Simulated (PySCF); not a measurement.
Species: C6H12OP2.
Bonds: C1–C2 (double), C2–P3, P3–O4 (double), P3–C5, C5–C6, C6–P7, P7–C8, C8–C9, P3–C9. Hydrogens: H10, H11 on C1; H12 on C2; H13, H14 on C5; H15, H16 on C6; H17 on P7; H18, H19 on C8; H20, H21 on C9.

A linear-response calculation (PySCF, def2-SVPD basis, gas phase, vertical, core orbitals frozen in the response) gave these numbers; the functional is withheld.

Orbital energies (eV): HOMO-3 -8.34, HOMO-2 -7.76, HOMO-1 -7.46, HOMO -6.93, LUMO -0.80, LUMO+1 0.28, LUMO+2 0.73.

| state | E (eV) | f | main configurations (H = HOMO, L = LUMO) |
| --- | --- | --- | --- |
| S1 | 5.37 | 0.0010 | H→L (90%), H-2→L (10%) |
| S2 | 5.53 | 0.024 | H-1→L (98%) |
| S3 | 5.67 | 0.0001 | H-2→L (89%), H→L (9%) |
| S4 | 6.16 | 0.040 | H→L+1 (93%) |
| S5 | 6.48 | 0.056 | H→L+2 (95%) |
| S6 | 6.70 | 0.013 | H-1→L+1 (97%) |

Triplets, Tamm–Dancoff:

| state | E (eV) | λ (nm) | main configurations (H = HOMO, L = LUMO) |
| --- | --- | --- | --- |
| T1 | 4.23 | 293.0 | H-3→L (84%) |
| T2 | 5.16 | 240.5 | H→L+1 (57%), H→L+3 (23%) |
| T3 | 5.23 | 236.9 | H→L (57%), H→L+2 (23%), H-2→L (14%) |
| T4 | 5.40 | 229.6 | H-2→L (53%), H→L+2 (37%) |

Vertical ionisation energy by ΔSCF with the same functional: 8.80 eV. Mean static polarisability: 120.4 au.

Question: Which of these was used?
A. PBE0
B. HF
C. wB97X-D
D. PBE

Answer: A. PBE0 is a global hybrid with 25% exact exchange. In this run −ε(HOMO) = 6.93 eV differs from the ΔSCF value by -1.87 eV, and S1 differs from the orbital gap of 6.13 eV by -0.76 eV. The ratio −ε(HOMO)/IP is 0.79. Usual ranges for neutral molecules in this basis: 0.7 to 0.83 with PBE0, 0.5 to 0.7 with PBE, 0.89 to 0.99 with wB97X-D; Hartree–Fock can't fall below 1, since the ion's relaxation only lowers the ΔSCF value. The other options: PBE, a GGA without exact exchange; HF, time-dependent Hartree–Fock, 100% exact exchange; wB97X-D, range-separated, 22% exact exchange at short range and 100% at long range (ω = 0.2 bohr⁻¹).

Level of theory: PySCF, TDDFT PBE0/def2-SVPD, vertical, gas phase, core orbitals frozen in the response. The structure is a single PBE0-D3(BJ)/def2-SVP conformer in the gas phase; no vibrational or solvent corrections.
